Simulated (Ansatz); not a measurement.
Molecule: sum formula Si2NH6, net charge 0, doublet state. It need not be the lowest isomer of its formula. 
Structure (B3LYP-D3(BJ)/def2-TZVP (Ansatz, an electronic-structure program) minimum search):
SMILES: N[SiH2][SiH2]
```xyz
9

N     -1.7069    -0.6543     0.2502
Si    -0.5854     0.6320     0.0008
Si     1.5395    -0.3187    -0.2346
H     -1.5570    -1.3337     0.9790
H     -2.6900    -0.5175     0.0747
H     -0.5409     1.6696     1.0745
H     -0.9946     1.3340    -1.2392
H      1.7071    -1.5605     0.5686
H      2.6680     0.6032     0.0640
```
Charge 0, spin multiplicity 2.

Basis-set convergence of Hartree-Fock and CCSD correlation energies (hartree) with Ansatz. Correlated levels leave the core frozen unless marked. UHF or UKS for open shells. Spin-orbit coupling is left out. No relativistic terms.

```tsv
basis	functions	E(HF)	E(corr, CCSD)
cc-pV(D+d)Z	90	-635.79929	-0.41039
cc-pV(T+d)Z	192	-635.84637	-0.49552
cc-pV(Q+d)Z	363	-635.85788	-0.52260
```

Extrapolating the two largest sets (X = 3 and 4) as X^-3: E(corr) = (64·(-0.52260) - 27·(-0.49552))/37 = -0.5424 Eh, an estimate of the basis-set limit. The largest set recovers 96.4 % of it, the smallest 75.7 %.
